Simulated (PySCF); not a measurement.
# Hg: excitation energy

Hg [Xe] 4f14 5d10 6s2 (1S) → Hg [Xe] 4f14 5d10 6s1 6p1, s spin flipped, as a difference of total energies. Calculation: PySCF 2.14, in aug-cc-pVDZ-PP with ECP60MDF (5s5p4d2f, 54 functions); scalar relativity through the core potential. Correlated levels: valence: 5s2 5p6 frozen. The calculations carry no spin-orbit coupling.

```tsv
method	excitation energy (eV)
UHF	4.957
MP2 (valence)	6.034
SCS-MP2 (valence)	6.003
```

How much does correlation contribute at MP2 (valence)?

6.034 − (4.957) = 1.077 eV, measured against UHF.

The upper determinant mixes two multiplicities, so it lies between the two terms.

The coupled-cluster amplitudes are large for the upper state (T1 above 0.03 or a double amplitude above 0.15), so a single reference is strained.
